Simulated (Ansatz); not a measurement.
Steps of a relaxation of `F[SiH2]C1=C[SiH2]1` with RKS PBE0-D4/def2-TZVP.

```sh
$ ansatz run in.yaml --threads 4 --pin off --events-out ev --progress --plain --max-ram 10444MiB
```

```yaml
crystal:
  periodic: [false, false, false]
  atoms:
    - {symbol: F, position_ang: [-0.453071, 2.421550, 1.038734]}
    - {symbol: Si, position_ang: [0.097654, 0.946438, 1.497184]}
    - {symbol: C, position_ang: [0.073624, -0.172936, 0.019353]}
    - {symbol: C, position_ang: [0.393575, -1.420906, -0.390109]}
    - {symbol: Si, position_ang: [-0.332446, -0.469638, -1.773635]}
    - {symbol: H, position_ang: [-0.815365, 0.424449, 2.569622]}
    - {symbol: H, position_ang: [1.496141, 1.118078, 2.017657]}
    - {symbol: H, position_ang: [0.839582, -2.314294, 0.079124]}
    - {symbol: H, position_ang: [-1.749913, -0.690931, -2.204045]}
    - {symbol: H, position_ang: [0.533320, 0.107091, -2.851086]}
basis:
  gaussian: {orbitals: def2-TZVP}
hamiltonian: {xc: pbe0, dispersion: d4}
relax: {f_tol: 0.005, max_steps: 150}
```

Positions (Å) and forces (eV/Å) along the path, 15 of 26 steps:

```xyz
10
step=1 energy=-20618.0545 eV
F    -0.453    2.422    1.039    0.427   -1.141    0.363
Si    0.098    0.946    1.497   -0.252    0.613   -0.294
C     0.074   -0.173    0.019    0.052   -0.539   -0.483
C     0.394   -1.421   -0.390   -0.162    0.528    0.077
Si   -0.332   -0.470   -1.774    0.222   -0.127    0.625
H    -0.815    0.424    2.570    0.192    0.179   -0.248
H     1.496    1.118    2.018   -0.338    0.017   -0.119
H     0.840   -2.314    0.079   -0.258    0.550   -0.229
H    -1.750   -0.691   -2.204    0.316    0.049    0.082
H     0.533    0.107   -2.851   -0.200   -0.130    0.227
10
step=2 energy=-20618.1144 eV
F    -0.443    2.392    1.041    0.248   -0.664    0.206
Si    0.101    0.930    1.490   -0.228    0.552   -0.265
C     0.071   -0.171    0.014   -0.020   -0.117   -0.207
C     0.390   -1.408   -0.389   -0.091    0.178   -0.103
Si   -0.331   -0.468   -1.765    0.153   -0.091    0.425
H    -0.810    0.431    2.554    0.052    0.017   -0.056
H     1.482    1.117    2.008   -0.070   -0.021   -0.026
H     0.831   -2.286    0.081   -0.071    0.160   -0.053
H    -1.733   -0.689   -2.195    0.074    0.012    0.022
H     0.524    0.101   -2.835   -0.047   -0.028    0.056
10
step=3 energy=-20618.1304 eV
F    -0.436    2.375    1.041    0.020   -0.048    0.021
Si    0.098    0.930    1.479   -0.031    0.091   -0.024
C     0.068   -0.165    0.008   -0.018    0.048    0.001
C     0.387   -1.399   -0.389    0.003   -0.048   -0.052
Si   -0.328   -0.468   -1.753    0.012   -0.006    0.038
H    -0.807    0.426    2.539   -0.002   -0.017    0.011
H     1.476    1.107    1.996    0.015   -0.014    0.008
H     0.827   -2.267    0.086    0.011   -0.008    0.029
H    -1.726   -0.689   -2.183   -0.011   -0.002   -0.014
H     0.523    0.100   -2.821    0.001    0.003   -0.018
10
step=4 energy=-20618.1309 eV
F    -0.434    2.377    1.047   -0.001    0.006    0.002
Si    0.097    0.932    1.479    0.002    0.003    0.007
C     0.066   -0.162    0.007   -0.013    0.030   -0.007
C     0.387   -1.397   -0.388    0.004   -0.026   -0.021
Si   -0.328   -0.469   -1.754    0.003   -0.001    0.011
H    -0.806    0.424    2.539   -0.002   -0.007    0.001
H     1.476    1.102    1.997    0.005   -0.007    0.000
H     0.828   -2.264    0.090    0.003    0.004    0.016
H    -1.725   -0.692   -2.187   -0.003   -0.003   -0.004
H     0.522    0.097   -2.825    0.001    0.000   -0.005
10
step=6 energy=-20618.1313 eV
F    -0.428    2.385    1.061    0.001    0.001    0.002
Si    0.097    0.933    1.479    0.004   -0.008    0.000
C     0.061   -0.152    0.000   -0.002    0.007    0.004
C     0.387   -1.390   -0.386   -0.002   -0.004   -0.011
Si   -0.329   -0.472   -1.759   -0.001    0.006    0.003
H    -0.807    0.417    2.536   -0.001    0.001   -0.001
H     1.478    1.090    1.996   -0.001    0.000    0.000
H     0.830   -2.251    0.101    0.001    0.005    0.008
H    -1.725   -0.701   -2.193    0.001   -0.004   -0.002
H     0.520    0.090   -2.832   -0.001   -0.003   -0.002
10
step=9 energy=-20618.1316 eV
F    -0.386    2.400    1.061    0.006   -0.012    0.005
Si    0.095    0.933    1.479   -0.001    0.004   -0.002
C     0.061   -0.146   -0.005   -0.001   -0.002   -0.002
C     0.402   -1.380   -0.390    0.000    0.005    0.002
Si   -0.337   -0.478   -1.759   -0.002    0.015    0.008
H    -0.842    0.431    2.514    0.000    0.004   -0.002
H     1.469    1.051    2.025   -0.003    0.002    0.002
H     0.861   -2.231    0.100    0.002   -0.004   -0.001
H    -1.733   -0.727   -2.182   -0.001   -0.007   -0.005
H     0.495    0.096   -2.840   -0.001   -0.005   -0.004
10
step=14 energy=-20618.1328 eV
F    -0.271    2.427    1.039    0.026   -0.084    0.030
Si    0.091    0.930    1.481   -0.016    0.068    0.010
C     0.067   -0.143   -0.006    0.003   -0.016   -0.007
C     0.444   -1.364   -0.403   -0.003    0.015   -0.004
Si   -0.361   -0.485   -1.752    0.006   -0.007    0.011
H    -0.940    0.488    2.455    0.025    0.015   -0.025
H     1.435    0.962    2.111   -0.035    0.001   -0.013
H     0.947   -2.199    0.073   -0.006    0.012   -0.008
H    -1.755   -0.788   -2.146    0.007    0.000    0.001
H     0.426    0.121   -2.850   -0.006   -0.005    0.005
10
step=15 energy=-20618.1333 eV
F    -0.204    2.440    1.030    0.031   -0.145    0.050
Si    0.087    0.929    1.482   -0.011    0.115    0.024
C     0.071   -0.142   -0.007    0.004   -0.021   -0.008
C     0.469   -1.354   -0.411   -0.008    0.020   -0.006
Si   -0.374   -0.489   -1.748    0.007   -0.018    0.010
H    -0.991    0.523    2.423    0.049    0.024   -0.049
H     1.412    0.911    2.158   -0.065    0.003   -0.029
H     0.995   -2.179    0.056   -0.014    0.025   -0.011
H    -1.767   -0.822   -2.124    0.017    0.002    0.005
H     0.386    0.132   -2.856   -0.011   -0.004    0.013
10
step=18 energy=-20618.1355 eV
F    -0.033    2.462    1.030    0.021   -0.232    0.071
Si    0.081    0.925    1.485   -0.022    0.211   -0.007
C     0.075   -0.133   -0.012    0.002   -0.017   -0.008
C     0.523   -1.322   -0.431    0.003    0.013   -0.009
Si   -0.405   -0.503   -1.739    0.004   -0.025    0.003
H    -1.102    0.615    2.329    0.042    0.017   -0.031
H     1.339    0.783    2.264   -0.048    0.004   -0.032
H     1.106   -2.117    0.020   -0.008    0.017   -0.005
H    -1.786   -0.921   -2.077    0.014    0.015    0.008
H     0.286    0.159   -2.868   -0.008   -0.004    0.010
10
step=20 energy=-20618.1370 eV
F     0.001    2.458    1.032    0.003   -0.001    0.000
Si    0.078    0.926    1.485   -0.004   -0.005   -0.003
C     0.076   -0.133   -0.013    0.009    0.007   -0.005
C     0.537   -1.314   -0.435   -0.013   -0.004    0.007
Si   -0.410   -0.508   -1.736    0.002    0.000   -0.001
H    -1.121    0.637    2.308   -0.003    0.003    0.002
H     1.318    0.757    2.281    0.001   -0.001    0.002
H     1.129   -2.103    0.013    0.009    0.002   -0.003
H    -1.790   -0.934   -2.063   -0.001   -0.002    0.000
H     0.265    0.162   -2.869   -0.002    0.001    0.000
10
step=22 energy=-20618.1374 eV rejected
F     0.128    2.461    1.039   -0.003   -0.088    0.032
Si    0.071    0.924    1.487    0.005    0.046    0.031
C     0.079   -0.127   -0.017    0.001   -0.016   -0.007
C     0.576   -1.290   -0.450    0.006    0.011    0.008
Si   -0.432   -0.521   -1.729    0.003   -0.001    0.000
H    -1.194    0.714    2.237    0.053    0.016   -0.030
H     1.251    0.663    2.354   -0.052    0.019   -0.037
H     1.214   -2.053   -0.016   -0.022    0.019   -0.011
H    -1.801   -1.002   -2.025    0.015    0.002    0.003
H     0.190    0.178   -2.877   -0.007   -0.008    0.011
10
step=23 energy=-20618.1377 eV
F     0.085    2.460    1.037    0.000   -0.018    0.006
Si    0.074    0.924    1.486    0.003    0.021    0.003
C     0.078   -0.128   -0.016   -0.003   -0.008   -0.001
C     0.562   -1.298   -0.445    0.001    0.006   -0.001
Si   -0.425   -0.516   -1.732    0.005   -0.007    0.005
H    -1.168    0.689    2.263    0.004    0.000   -0.007
H     1.274    0.696    2.329   -0.005   -0.002   -0.005
H     1.184   -2.070   -0.006   -0.006    0.007   -0.004
H    -1.796   -0.980   -2.039    0.002    0.002    0.002
H     0.216    0.173   -2.874   -0.002    0.000    0.002
10
step=24 energy=-20618.1378 eV
F     0.128    2.460    1.041    0.000   -0.039    0.016
Si    0.072    0.924    1.487   -0.002    0.023   -0.001
C     0.078   -0.126   -0.017    0.002   -0.005   -0.004
C     0.576   -1.289   -0.450   -0.002    0.006   -0.001
Si   -0.432   -0.520   -1.729    0.003   -0.002    0.005
H    -1.192    0.715    2.236    0.018    0.007   -0.004
H     1.251    0.664    2.351   -0.017    0.007   -0.009
H     1.211   -2.053   -0.015   -0.005    0.005   -0.004
H    -1.799   -1.004   -2.026    0.005    0.001    0.001
H     0.190    0.179   -2.876   -0.001   -0.004    0.002
10
step=25 energy=-20618.1378 eV
F     0.124    2.459    1.042   -0.001   -0.009    0.003
Si    0.071    0.924    1.487    0.003    0.003    0.010
C     0.078   -0.127   -0.017   -0.003   -0.001   -0.002
C     0.574   -1.290   -0.450    0.001    0.003    0.001
Si   -0.431   -0.520   -1.730    0.002   -0.001    0.001
H    -1.188    0.713    2.241    0.006    0.002   -0.007
H     1.252    0.667    2.349   -0.006    0.002   -0.007
H     1.209   -2.054   -0.015   -0.004    0.002   -0.001
H    -1.799   -1.001   -2.027    0.002    0.000    0.000
H     0.193    0.177   -2.877   -0.001   -0.001    0.002
10
step=26 energy=-20618.1378 eV
F     0.123    2.459    1.042    0.000    0.002    0.000
Si    0.072    0.923    1.487    0.000   -0.001    0.001
C     0.078   -0.126   -0.017   -0.002    0.000   -0.002
C     0.574   -1.290   -0.450    0.001    0.000    0.001
Si   -0.431   -0.519   -1.730    0.002   -0.003    0.000
H    -1.188    0.713    2.241    0.002    0.000    0.000
H     1.253    0.668    2.348   -0.002   -0.001   -0.001
H     1.208   -2.054   -0.014   -0.001    0.001   -0.001
H    -1.798   -1.002   -2.028    0.000    0.001    0.001
H     0.193    0.177   -2.876    0.000    0.000    0.001
```

Hardware: 4 threads of an Arm Neoverse N1 on a shared host. Wall time 2.2 min, peak host memory 0.52 GiB.
